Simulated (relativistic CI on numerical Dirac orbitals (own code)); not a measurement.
**C: what numerical and physical settings do to a radial Dirac CI calculation**

Reference input:

```
atom C  Z=6  charge=0  electrons=6
nucleus A=12  rms_radius_fm=2.4702
hamiltonian dirac-coulomb  breit=on  qed=on  c_scale=1
orbitals kli  potential=per-configuration
slater_scale 1
correlation none
mixing on
grid step=0.0125 r_max=102.8
scf mixing=0.4 start=green max_iterations=150 tolerance=2e-08 node_fill=0.05
configurations
  [He] 2s2 2p2
  [He] 2s 2p3
  [He] 2s2 2p 3s
  [He] 2p4
  [He] 2s2 2p 3p
end
```

Computed lowest total energy -37.71499 Ha, first excitation 14.7 cm⁻¹, 47 SCF steps. Runs with settings changed; * marks those that are bad on purpose:

| Changed | Outcome | Lowest level | ΔE (Ha) | First excitation (cm⁻¹) | SCF steps | Message |
| --- | --- | --- | --- | --- | --- | --- |
| SCF mixing 0.1 | converged | 2s2.2p2 3P_0 | -6.88e-10 | 14.7 | 57 |  |
| iteration limit 20, end of the grid at 308.4 bohr | converged | 2s2.2p2 3P_0 | -2.84e-14 | 14.7 | 47 |  |
| Breit term off, Slater scale 1.2 | converged | 2s2.2p2 3P_0 | -0.0155 | 17.3 | 47 |  |
| SCF tolerance 0.05 * | converged | 2s2.2p2 3P_0 | 0.000512 | 14.8 | 13 |  |
| end of the grid at 3.08 bohr * | not converged |  |  |  | 9 | orbital 1s not found |

With so few configurations and no correlation, terms lie too far apart (by 10 to 50 % near neutrality), their order can be wrong, and levels of other configurations are missing.
